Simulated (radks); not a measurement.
Values are calculated unless marked as measured or tabulated.
Task: Spin polarisation of the 4p2 shell in the arsenic ion As+. Start: [Ar] 3d10 4s2 4p(up 1, down 1); electrons of 4p are moved from spin down to spin up, other shells keep equal spins. Code: a radial shooting solver on a logarithmic mesh with Libxc functionals. Model: scalar-relativistic Kohn-Sham, r2SCAN, spin-polarised, spherical densities, finite nucleus; meta-GGA in the generalised Kohn-Sham scheme; Fermi nuclear charge, rms radius of each element as measured or else 0.836 A^(1/3) + 0.57 fm. Estimate the energy gained and the exchange splitting at a moment of 2 Bohr magnetons.

Result: At moment 2 the spin-polarisation energy is -1.296 eV and the 4p exchange splitting 2.785 eV, that is 1.393 eV per Bohr magneton; E = -I m^2/4 would give I = 1.296 eV.
